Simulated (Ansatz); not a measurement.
`C[SiH](O)I` + PH₃ → `C[SiH](O)P` + HI  (ligand exchange at the Si–I bond)

Isolated molecules relaxed with PBE0-D4/def2-TZVP in Ansatz; ΔE leaves out vibrations. CCSD(T)/CBS is the MP2 limit (def2-TZVPP, def2-QZVPP) plus CCSD(T) − MP2 in def2-TZVPP, frozen cores. This one scheme is used for every species. Functionals use def2-TZVPP. B3LYP here is the variant with VWN-RPA as its local correlation; programs differ in this. Elements past krypton have def2 core potentials. For I outer-core shells are correlated without core-valence functions, which leaves a few kJ/mol of doubt a bond. One conformer a species, not always the lowest.

`C[SiH](O)I`:

Cartesian coordinates in Å:
```
C 0.066 -0.272 1.182
Si -0.308 0.394 -0.508
O -0.448 -0.770 -1.651
I 1.503 1.942 -1.121
H 0.102 0.541 1.911
H -0.715 -0.977 1.482
H 1.028 -0.788 1.199
H -1.576 1.151 -0.551
H 0.347 -1.220 -1.943
```

PH₃:

```xyz
4

P    -0.198    0.191   -0.511
H     0.339   -1.110   -0.326
H    -1.010    0.105    0.650
H     0.869    0.814    0.188
```

`C[SiH](O)P`:

Cartesian coordinates in Å:
```
C -1.472 0.083 -0.606
Si 0.276 0.548 -0.150
O 0.372 1.185 1.370
P 1.578 -1.268 -0.477
H -1.522 -0.243 -1.648
H -1.847 -0.731 0.020
H -2.137 0.941 -0.483
H 0.778 1.626 -1.038
H 0.284 0.582 2.109
H 2.665 -0.750 0.276
H 1.026 -1.974 0.627
```

HI:

Cartesian coordinates in Å:
```
I 0.034 -0.554 -0.583
H -0.034 0.554 0.583
```

```csv
level,ΔE (kJ/mol),difference from CCSD(T)/CBS
B3LYP-D4,76.3,-3.8
ωB97X-V,76.6,-3.5
ωB97M-V,79.0,-1.1
B2PLYP,78.9,-1.2
HF/def2-TZVPP,89.2,9.1
CCSD/def2-TZVPP,75.9,-4.2
CCSD(T)/def2-TZVPP,74.6,-5.5
SCS-MP2/def2-QZVPP,84.8,4.7
HF/CBS(def2),89.4,9.3
CCSD/CBS(def2),81.4,1.3
CCSD(T)/CBS,80.1,0
```

Largest T1 diagnostic among the species: 0.013.

In def2-TZVPP, CCSD(T) changes the Hartree–Fock value by −14.6 kJ/mol (the triples alone add −1.3 kJ/mol) and MP2 by −5.9 kJ/mol. From PBE to PBE0 (25 % exact exchange), in def2-TZVPP and without D4, ΔE moves by +3.9 kJ/mol.
